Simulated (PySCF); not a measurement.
# BTe⁺ at r²SCAN

Level: r²SCAN. PySCF, spin-free X2C with a Gaussian nucleus, basis sets B x2c-SVPall, Te x2c-SVPall.

For BTe⁺, the state is ³Π (triplet), unpaired electrons σ ↑, π ↑ and the bond length is 2.056 Å. The harmonic wavenumber is 694 cm⁻¹. The force constant is 2.88 mdyn/Å and the rotational constant Be is 0.3928 cm⁻¹. The anharmonicity ωexe is 4.67 cm⁻¹. The vibration–rotation constant αe is 0.00309 cm⁻¹. The well depth De to B⁺ + Te is 80.9 kcal/mol, the dissociation energy D0 is 79.9 kcal/mol and the bond order (Mayer) is 1.94. The dipole moment (positive dipole points towards Te; it is taken about the centre of mass and depends on that origin) is -2.64 D.

These are scalar-relativistic numbers at best; spin–orbit coupling would shift them, the dissociation energy most. For an ion De counts to the pair picked by the measured ionisation energies or electron affinities, which need not be the lowest pair at this level. The state was picked by a PBE0 search and need not be the measured ground state.
